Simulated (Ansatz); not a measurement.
SrO₂. Total charge 0; singlet. Geometry PBE-D4/def2-TZVP; atoms count from 1.

```xyz
3

Sr    0.000    0.000    0.000
O     1.578   -0.302   -1.096
O    -1.578    0.302    1.096
```

In the def2 sets Sr takes a core potential; there is no spin–orbit coupling. The restricted singlet is unstable towards broken spin symmetry in Hartree–Fock (as tested in another run); at PBE0-D4/def2-TZVP this wasn't settled. Another isomer (singlet) lies 1.71 eV lower at PBE0-D4/def2-TZVP; other spin states weren't run for this one.

(1) Estimate the Mulliken populations from the PBE0/def2-TZVP orbitals of Ansatz.

(2) And the Mayer bond orders between bonded heavy atoms (over 0.3)?

Answers

(1) 
```csv
atom,charge (e)
Sr1,1.28
O2,-0.64
O3,-0.64
```
Mulliken values and Mayer orders depend strongly on the basis.

(2) Sr1–O2 0.89 (1.94 Å); Sr1–O3 0.89 (1.94 Å). Values over 0.3 also appear between atoms too far apart for a bond (O2–O3 0.62 at 3.89 Å); they arise where an orbital or an unpaired electron spreads over both atoms.
